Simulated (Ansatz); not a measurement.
## Relative stability

The two ends of one reaction step of BNH3Cl2F, closed shell (PBE0-D4/def2-TZVP).

A:

```csv
atom,x (Å),y (Å),z (Å)
B1,-0.7502,0.2270,-0.0107
N2,0.7952,-0.2701,0.1300
Cl3,-1.4899,-0.8885,-1.2673
Cl4,-0.6331,1.9768,-0.5539
H5,0.8194,-1.2422,0.4296
F6,-1.2906,0.0800,1.2284
H7,1.2833,0.3074,0.8107
H8,1.2658,-0.1906,-0.7667
```

B:

B1  (-0.376, 0.555, -0.817)
N2  (0.693, -0.081, -0.165)
Cl3  (-1.377, -0.350, -1.932)
Cl4  (-0.728, 2.235, -0.474)
H5  (-0.146, -0.740, 1.377)
F6  (-0.477, -1.106, 2.173)
H7  (1.386, 0.463, 0.325)
H8  (1.025, -0.977, -0.487)
(Å)

Computed with Ansatz 0.2.0 (basis: def2-TZVPP); correlated methods freeze the cores. B3LYP uses VWN-RPA correlation.

Problem. Which structure is lower at CCSD(T), and by how much? (To be estimated.)

Solution. The calculation gives: A, by 96.4 kJ/mol (electronic energy, against the other). By their contacts, A is BNH₃Cl₂F ([NH3][B]([F])([Cl])[Cl]) and B is a complex of BNH₂Cl₂ ([NH2][B]([Cl])[Cl]) + HF.

All methods give the same order:

```
      method  E(B) − E(A) (kJ/mol)
       SPW92                 108.4
      PBE-D4                  88.2
     BLYP-D4                  79.8
   r2SCAN-D4                 100.6
      B97M-V                  99.8
     PBE0-D4                  97.0
    B3LYP-D4                  88.0
  r2SCAN0-D4                 104.7
    BHLYP-D4                  98.5
CAM-B3LYP-D4                  96.3
     wB97X-V                 102.1
     wB97M-V                 100.0
      B2PLYP                  90.1
    PBE-QIDH                 102.3
  RPA on PBE                  94.0
          HF                  95.5
         MP2                  95.7
        CCSD                  97.1
     CCSD(T)                  96.4
```

T1 diagnostic: at most 0.011.

Labels in which every atom is bracketed show which atoms are joined, not bond orders.

For scale, one of the runs: CCSD(T)/def2-TZVPP, 219 basis functions (an equivalent command: `ansatz run in.yaml --threads 4`). The run took 93 s on 4 CPU threads (shared host), with 3.4 GiB of host memory at its peak.
